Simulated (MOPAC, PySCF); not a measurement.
C4H8O, SMILES `C=CCCO`, neutral singlet in the gas phase. 

Cartesian coordinates (Å):
```xyz
13

C      1.8044    -0.5456     0.4590
C      0.9829     0.4230     0.0725
C     -0.4189     0.5923     0.5533
C     -1.4158     0.1642    -0.5205
O     -1.3008    -1.2010    -0.8379
H      1.5106    -1.2643     1.2181
H      2.8023    -0.6429     0.0472
H      1.3186     1.1243    -0.6904
H     -0.6089     1.6405     0.8094
H     -0.5861    -0.0097     1.4511
H     -1.2857     0.7911    -1.4155
H     -2.4363     0.3134    -0.1608
H     -0.3663    -1.3853    -0.9855
```
Charge 0, multiplicity 1.

All levels are single points at this geometry (PBE0-D4/def2-TZVP); Pople sets use spherical d functions. Orbital energies aren't observables, and empty levels follow the basis.

BP86/6-31G* in PySCF gives gap (eV) = 5.03.

Estimate the gap (eV) from each of these levels: PBE0-D4/def2-TZVP in PySCF; B3LYP/6-311+G** in PySCF; M06-2X/6-31G* in PySCF; SVWN5/6-31G* in PySCF; HF/6-31G* in PySCF; HF/STO-3G in PySCF; AM1 in MOPAC; PM3 in MOPAC.


| level | gap (eV) |
|---|---|
| PBE0-D4/def2-TZVP in PySCF | 7.55 |
| B3LYP/6-311+G** in PySCF | 6.97 |
| M06-2X/6-31G* in PySCF | 10.08 |
| SVWN5/6-31G* in PySCF | 4.89 |
| HF/6-31G* in PySCF | 14.68 |
| HF/STO-3G in PySCF | 16.98 |
| AM1 in MOPAC | 11.38 |
| PM3 in MOPAC | 11.31 |
